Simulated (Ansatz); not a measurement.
Computed with Ansatz on PBE0-D4/def2-TZVP structures; ΔE is electronic, products minus reactants. CCSD(T)/CBS is the MP2 limit (def2-TZVPP, def2-QZVPP) plus CCSD(T) − MP2 in def2-TZVPP, frozen cores. This one scheme is used for every species. Double bonds are as drawn, so ΔE can hold a change between cis and trans. DFT in def2-TZVPP. B3LYP here is the variant with VWN-RPA as its local correlation; programs differ in this. Each species was taken in one conformer, which may not be the lowest.

Reaction (formal hydrolysis of a C–Si bond): `O[SiH2]/C=C\[SiH](O)O` + H₂O → `O/C=C/[SiH2]O` + `O[SiH2]O`

(1) Is it downhill or uphill in electronic energy at CCSD(T)/CBS, and by how much? (Estimate.)

(2) What do these levels give: PBE-D4, r2SCAN-D4, PBE, PBE0, B3LYP, HF/def2-TZVPP, SCS-MP2/def2-TZVPP, CCSD(T)/def2-TZVPP, HF/def2-QZVPP, MP2/def2-QZVPP, HF/CBS(def2), CCSD/CBS(def2)? (Best estimate.)

Largest T1 diagnostic among the species: 0.013.

Results:

(1) Computed: Uphill: ΔE = +0.62 eV.

(2) Computed: PBE-D4 0.49, r2SCAN-D4 0.48, PBE 0.38, PBE0 0.42, B3LYP 0.37, HF/def2-TZVPP 0.30, SCS-MP2/def2-TZVPP 0.52, CCSD(T)/def2-TZVPP 0.57, HF/def2-QZVPP 0.30, MP2/def2-QZVPP 0.62, HF/CBS(def2) 0.30, CCSD/CBS(def2) 0.59 eV.

The D4 term adds +0.18 eV with B3LYP and +0.10 eV with PBE0; it sums over pairs of atoms, weighted by their polarisabilities, and B3LYP, whose exchange is more repulsive, gets the larger term. From PBE to PBE0 (25 % exact exchange), in def2-TZVPP and without D4, ΔE moves by +0.03 eV.
